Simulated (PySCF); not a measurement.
System: C2H6FGa, charge 0, multiplicity 1. SMILES: [CH3][Ga]([CH3])[F]
Geometry from a B3LYP-D3(BJ)/def2-TZVP (Ansatz) optimisation:
```
Ga
F 1 1.7867
C 1 1.9659 2 112.00
H 3 1.0892 1 112.30 2 -180.00
H 3 1.0912 4 109.11 1 121.35
H 3 1.0912 4 109.11 5 117.30
C 1 1.9659 2 112.00 3 180.00
H 7 1.0892 1 112.30 2 180.00
H 7 1.0912 8 109.11 1 -121.35
H 7 1.0912 8 109.11 9 -117.30
```

Dispersion corrections to the total energy (kcal/mol) from the dftd3 and dftd4 libraries through PySCF: D3(BJ) without and D4 with the three-body term, each with the damping fitted for the functional named.

```tsv
functional	D3(BJ)	D4
r2SCAN	[?]	-0.88
BLYP	-7.34	-7.87
B2GP-PLYP	-2.81	-1.53
LC-wPBE	-3.30	-4.04
BP86	-5.63	-4.86
B2PLYP	-2.94	[?]
CAM-B3LYP	[?]	-3.10
```

**Question.** Some entries are withheld; supply them.

**Answer.** 
- r2SCAN, D3(BJ): -0.95
- B2PLYP, D4: -2.50
- CAM-B3LYP, D3(BJ): -2.79
